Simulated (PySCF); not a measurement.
Species: C₃H₁₁N₂Si (doublet state).
Geometry (GFN2-xTB, Å), atoms numbered from 1 in this order:
```xyz
17
C3H11N2Si angstrom
C      2.9892   -0.0893   -0.8164
C      1.9776   -0.0552    0.3248
N      0.6439   -0.2971   -0.1517
Si    -0.7468    0.3098    0.6682
N     -2.0724   -0.2803   -0.2569
C     -3.4305    0.0221    0.1098
H      3.9873    0.1245   -0.4426
H      2.7275    0.6502   -1.5691
H      2.9966   -1.0712   -1.2855
H      2.2719   -0.7892    1.0916
H      1.9849    0.9298    0.7961
H      0.5678   -1.1904   -0.6160
H     -0.5681    1.7696    0.7153
H     -1.9577   -0.3100   -1.2633
H     -3.5219   -0.0505    1.1916
H     -3.7393    1.0322   -0.1882
H     -4.1170   -0.6928   -0.3489
```

The hyperfine couplings belong to this conformer and change with its torsions.

As a line formula: `CCN[SiH]NC` [radical].

The calculation used UKS B3LYP, pcH-1 on C H N Si, non-relativistic, mean-field spin-orbit, GIAO in PySCF. Isolated species at its GFN2-xTB geometry (one conformer only). The geometry wasn't refined by DFT: couplings that depend on bond lengths, twists or pyramidal angles can differ widely from those at the functional's own minimum, by a factor of two or more for some ions and for spin on atoms past the first row. The SCF solution wasn't tested for stability.

Mulliken spin populations: C1 +0.002, C2 -0.011, N3 +0.124, Si4 +0.724, N5 +0.022, C6 -0.004, H7 +0.002, H8 0.000, H9 0.000, H10 +0.010, H11 -0.001, H12 -0.005, H13 +0.108, H14 +0.023, H15 +0.008, H16 0.000, H17 0.000.

(1) What dipolar couplings does the calculation give for H7, H8, H9, H10, H11, H14, H15, H16, H17?

(2) Estimate them with point dipoles: put each population ρk at its nucleus, leave out the nucleus itself and the atom bound to it, and sum T = Σ [ρk/(2S)]·C·(3 n nᵀ − 1)/r³ with C = μ0 gₑ μB g_N μN/(4π h) = 79.06 MHz Å³.

Results:

(1) 
| atom | position | distance from Si4 (Å) | T1 (MHz) | T2 | T3 |
| --- | --- | --- | --- | --- | --- |
| H7 | 4 bonds from Si4 | 4.87 | -0.72 | -0.63 | 1.36 |
| H8 | 4 bonds from Si4 | 4.15 | -1.18 | -1.11 | 2.29 |
| H9 | 4 bonds from Si4 | 4.44 | -1.09 | -1.01 | 2.10 |
| H10 | 3 bonds from Si4 | 3.24 | -2.56 | -1.45 | 4.02 |
| H11 | 3 bonds from Si4 | 2.80 | -2.43 | -1.70 | 4.13 |
| H14 | 2 bonds from Si4 | 2.36 | -3.97 | -1.27 | 5.24 |
| H15 | 3 bonds from Si4 | 2.85 | -3.69 | -2.36 | 6.04 |
| H16 | 3 bonds from Si4 | 3.20 | -1.58 | -1.40 | 2.97 |
| H17 | 3 bonds from Si4 | 3.66 | -1.57 | -1.05 | 2.62 |

(2) 
| atom | T1 (MHz) | T2 | T3 | T3, computed | difference in T3 (%) |
| --- | --- | --- | --- | --- | --- |
| H7 | -0.76 | -0.73 | 1.48 | 1.36 | +9 |
| H8 | -1.37 | -1.27 | 2.64 | 2.29 | +15 |
| H9 | -1.15 | -1.13 | 2.28 | 2.10 | +9 |
| H10 | -2.85 | -2.37 | 5.22 | 4.02 | +30 |
| H11 | -4.06 | -2.73 | 6.80 | 4.13 | +65 |
| H14 | -4.88 | -4.60 | 9.48 | 5.24 | +81 |
| H15 | -2.98 | -2.71 | 5.68 | 6.04 | -6 |
| H16 | -2.15 | -2.09 | 4.24 | 2.97 | +43 |
| H17 | -1.74 | -1.39 | 3.14 | 2.62 | +20 |

In T3 the estimate is closest for H15 (-6 %, 2.85 Å from Si4) and worst for H14 (+81 %, 2.36 Å).
